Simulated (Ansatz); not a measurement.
Two structures of Si2NH7S, closed shell, reached by relaxing down either side of one saddle point (PBE0-D4/def2-TZVP). Energies are electronic, without zero-point energy. Ansatz 0.2.0; basis: def2-TZVPP and def2-QZVPP; cores frozen in the correlated methods. Extrapolation: Hartree–Fock as exp(−7.88 √X), correlation as X^−2.97. First:

Si1  (0.477, 0.592, 0.234)
S2  (2.444, -0.040, -0.324)
N3  (-0.286, 1.385, -1.080)
H4  (0.158, 2.157, -1.550)
H5  (0.786, 1.441, 1.422)
Si6  (-0.860, -1.229, 0.844)
H7  (2.025, -0.832, -1.326)
H8  (-1.290, 1.433, -1.141)
H9  (-0.781, -2.279, -0.208)
H10  (-2.289, -0.831, 0.997)
H11  (-0.384, -1.798, 2.132)
(Å)

Second:

```tsv
atom	x (Å)	y (Å)	z (Å)
Si1	-0.3235	0.8369	0.2934
S2	2.1094	-0.1676	-0.6999
N3	-1.1165	1.4182	-0.9732
H4	2.4093	1.0702	-1.1246
H5	0.4898	1.5989	1.2986
Si6	-0.9103	-1.3159	0.9675
H7	1.4133	-0.4398	-1.8162
H8	-0.9983	2.3752	-1.2795
H9	-0.8854	-2.2230	-0.2115
H10	-2.2649	-1.3422	1.5784
H11	0.0771	-1.8109	1.9668
```

(1) Which bonds change from the first to the second?

(2) Give the saddle point's structure and its height above each. (Judge from chemistry; the value comes from the calculation.)

T1 diagnostic: at most 0.017.

## Answers

(1) Si₂NH₇S ([NH2][SiH]([SiH3])[SH]) → Si₂NH₅ ([NH][SiH][SiH3]) + H₂S; bonds formed: S2–H4; bonds broken: Si1–S2, N3–H4.

(2) Computed: 2.964 eV above the first and 0.274 eV above the second (CCSD(T) at an estimated basis limit (MP2 extrapolated from triple and quadruple zeta, plus CCSD(T) − MP2 in triple zeta)).
| atom | x (Å) | y (Å) | z (Å) |
| --- | --- | --- | --- |
| Si1 | -0.1515 | 0.8686 | 0.3407 |
| S2 | 2.0876 | 0.2691 | -0.7257 |
| N3 | -0.6404 | 1.4969 | -1.0776 |
| H4 | 1.0184 | 0.8945 | -1.4558 |
| H5 | 0.3198 | 1.6293 | 1.5425 |
| Si6 | -0.8073 | -1.3150 | 0.8499 |
| H7 | 1.7062 | -0.9624 | -1.1062 |
| H8 | -0.7078 | 2.4950 | -1.2248 |
| H9 | -0.7346 | -2.1363 | -0.3887 |
| H10 | -2.1976 | -1.3401 | 1.3768 |
| H11 | 0.1072 | -1.8996 | 1.8689 |

Labels in which every atom is bracketed show which atoms are joined, not bond orders.

For scale, one of the runs: CCSD(T)/def2-TZVPP, 255 basis functions (an equivalent command: `ansatz run in.yaml --threads 4`). The run took 62 s on 4 CPU threads (shared host), with 5.1 GiB of host memory at its peak.
